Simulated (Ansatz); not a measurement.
Ansatz (an electronic-structure program) input:

Ansatz 0.2 input:
```yaml
crystal:
  periodic: [false, false, false]
  atoms:
    - {symbol: C, position_ang: [1.52204295, 0.76409418, 0.86245267]}
    - {symbol: C, position_ang: [0.51721036, 0.35322107, 0.22065803]}
    - {symbol: C, position_ang: [-0.50093923, -0.30584376, -0.24178175]}
    - {symbol: O, position_ang: [-1.42985533, -0.80778308, -0.74058882]}
    - {symbol: H, position_ang: [2.20895817, 1.59343571, 0.87673686]}
basis:
  gaussian:
    orbitals: aug-cc-pVQZ
hamiltonian:
  xc: hf
magnetization: {spin_polarized: true, initial_magnetization: 1}
```

Question: Predict the final energy.

Answer: -189.00238 Eh (HF/aug-cc-pVQZ). The basis has 366 functions.

It need not be the lowest isomer of its formula.

The determinant is spin-contaminated: <S^2> is 1.12 against 0.75 for a pure state.
